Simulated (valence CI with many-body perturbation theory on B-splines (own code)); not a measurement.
Ladder of approximations for Tl⁶⁷⁺

Calculated by relativistic CI+MBPT: four valence electrons over a frozen Dirac-Fock core [Ne], a basis of 11 s, 11 p, 9 d, 7 f, 5 g, 2 h, 1 i functions for each j, with the one-electron correlation potential Σ1, the two-electron term Σ2, the three-electron term Σ3, Breit, model QED; selected CI, second order for the rest (own B-spline code, finite nucleus).

No measured spectrum was set against this ion. As an estimate, large intervals hold to a few tenths of a per cent, small ones and those within an open d or f shell to about a per cent.

Each rung adds one term. CI alone is the Dirac-Coulomb CI over the frozen core; QED comes last and gives the full result, which names the levels. Energies are above (3s^2 3p1/2^2) J=0 on the same rung, in eV.

Levels are named by their leading jj configuration (3d3/2^4 stands for four electrons in 3d with j = 3/2), which in mixed levels can hold well under half, so a name can repeat and another be missing. Letters in brackets count levels of one name in rising energy.

```
                     Level  CI alone
    (3s^2 3p1/2 3p3/2) J=1     548.5
    (3s^2 3p1/2 3p3/2) J=2     559.4
    (3s 3p1/2^2 3p3/2) J=2     746.2
    (3s 3p1/2^2 3p3/2) J=1     775.9
    (3s^2 3p1/2 3d3/2) J=2     798.9
    (3s^2 3p1/2 3d3/2) J=1     850.1
    (3s^2 3p1/2 3d5/2) J=2     947.1
    (3s^2 3p1/2 3d5/2) J=3     949.8
    (3s 3p1/2^2 3d3/2) J=1    1000.3
    (3s 3p1/2^2 3d3/2) J=2    1009.3
        (3s^2 3p3/2^2) J=2    1115.6
        (3s^2 3p3/2^2) J=0    1137.7
    (3s 3p1/2^2 3d5/2) J=3    1144.5
    (3s 3p1/2^2 3d5/2) J=2    1159.9
(3s 3p1/2 3p3/2^2) J=2 [a]    1282.9
    (3s 3p1/2 3p3/2^2) J=3    1305.7
```

(1) What do these energies become with core correlation, Breit and QED?

(2) How does the ionisation energy move along the ladder, and which term matters most?

Answers

(1) (3s^2 3p1/2 3p3/2) J=1 542.8 (-5.68); (3s^2 3p1/2 3p3/2) J=2 553.0 (-6.42); (3s 3p1/2^2 3p3/2) J=2 739.0 (-7.21); (3s 3p1/2^2 3p3/2) J=1 768.6 (-7.29); (3s^2 3p1/2 3d3/2) J=2 789.6 (-9.34); (3s^2 3p1/2 3d3/2) J=1 840.9 (-9.23); (3s^2 3p1/2 3d5/2) J=2 935.6 (-11.50); (3s^2 3p1/2 3d5/2) J=3 937.3 (-12.47); (3s 3p1/2^2 3d3/2) J=1 990.8 (-9.54); (3s 3p1/2^2 3d3/2) J=2 999.2 (-10.11); (3s^2 3p3/2^2) J=2 1104.0 (-11.61); (3s^2 3p3/2^2) J=0 1126.8 (-10.95); (3s 3p1/2^2 3d5/2) J=3 1131.3 (-13.16); (3s 3p1/2^2 3d5/2) J=2 1147.0 (-12.83); (3s 3p1/2 3p3/2^2) J=2 [a] 1270.4 (-12.41); (3s 3p1/2 3p3/2^2) J=3 1291.9 (-13.82).

(2) CI alone 8274.8, + Σ1 8276.1, + Σ2 8276.3, + Σ3 8276.0, + Breit 8261.8, + QED 8261.3 eV. The largest step is Breit, -14.3 eV. NIST lists 8260 ± 40 eV (theoretical).
